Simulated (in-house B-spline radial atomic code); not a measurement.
**RPA and G0W0 on wB97X: Ti19+**

Configuration [He] 2s1, highest spin, mean-field start wB97X. Computed with an all-electron radial atomic-structure program (B-spline basis): all electrons, non-relativistic, point nucleus, each spin shell either full or empty, empty states to l = 9 with an (l + 1/2)⁻⁴ tail; G0W0 by contour deformation at full frequency.

Command:
```bash
python run_gw.py task.json out
```
Settings (radii: box in bohr, nucleus in fm):
```
Z                        22
electrons                3
configuration            [He] 2s1
hamiltonian              nr
method                   wb97x
lmax                     9
spin_polarised           True
box_radius               4.23
intervals                45
ion_configuration        1s2
```

Cost of the run: 0.8 s on 1 thread of Arm Neoverse V2, with other jobs on the host.

Energies (hartree):

| term | value |
| --- | --- |
| mean-field total | -522.78023 |
| Hartree-Fock functional on these orbitals | -522.35281 |
| direct second order | -0.23698 |
| second-order exchange | 0.18436 |
| SOSEX correction | 0.157 |

(1) What is the RPA correlation energy, and what remains with SOSEX?

Quasi-particle levels (eV):

```tsv
level	occupied	mean field	Σx - vxc	Σc	QP weight	G0W0
2s up	yes	-1393.15	-21.66	?	?	?
1s down	yes	-5989.82	-107.23	2.36	0.997	-6094.70
1s up	yes	-5992.98	-115.93	0.28	0.934	-6108.63
2s down	no	-1331.69	2.16	-6.71	0.954	-1336.25
```

G0W0 = mean field + (Σx - vxc) + Σc, with Σc (partial-wave tail included) taken at the quasi-particle energy.

(2) Where does G0W0 put 2s up?

(3) What does it cost to remove one electron (to 1s2) by differences of total energies, each species on its own start (correlation terms add to the Hartree-Fock functional)?

Results:

(1) RPA gives -0.20856 hartree (-1.89 eV per electron); RPA + SOSEX gives -0.051561, and the second-order doubles -0.052614 hartree (no singles). SOSEX takes back 75 % of the RPA value.

(2) At -1419.32 eV, with Σc = -4.51 eV and a quasi-particle weight of 0.975. The tabulated removal energy is 1425.257 ± 0.007 eV (NIST, tabulated theory); the calculation leaves out relativity, Breit and QED terms, and what these don't explain is the method's own error.

(3) wB97X 1411.50 eV, Hartree-Fock functional 1414.81 eV, + RPA 1417.98 eV, + RPA + SOSEX 1414.96 eV, + second order 1414.97 eV. Tabulated: 1425.257 ± 0.007 eV (NIST, tabulated theory); the calculation leaves out relativity, Breit and QED terms, and what these don't explain is the method's own error.
